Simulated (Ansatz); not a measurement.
Sb₃, relaxed as a doublet with UKS r2SCAN-D4/def2-SVP in Ansatz, starting from the GFN1-xTB geometry. Force threshold 0.02 eV/Å.

In the def2 sets Sb takes a core potential; there is no spin–orbit coupling. Another isomer (doublet) lies 1.70 eV lower at PBE0-D4/def2-TZVP; other spin states weren't run for this one.

Start:

```xyz
3

Sb    0.260   -0.444    0.132
Sb   -2.090   -1.106   -0.669
Sb    1.829    1.550    0.537
```

```csv
step,energy (eV),largest force component (eV/Å),SCF passes
1,-19620.2699,0.174,185
2,-19620.2894,0.258,133
3,-19620.3153,0.229,57
4,-19620.3389,0.030,116
5,-19620.3409,0.007,108
6,-19620.3411,0.003,161
```

Force components are those of the run's own axes.

End:

```xyz
3

Sb   -0.001    0.001    0.000
Sb   -2.058   -1.395   -0.633
Sb    2.058    1.394    0.634
```

By distances, no bond broke or formed. The bond that changes most is Sb1–Sb2, from 2.57 to 2.57 Å (atoms count from 1).

The force fell under the threshold at step 5, but the optimiser went on. No frequencies were taken in this run, so the end may be a saddle point.

Hardware: 4 threads of Arm Neoverse V1 on a shared host. Wall time 95 s.
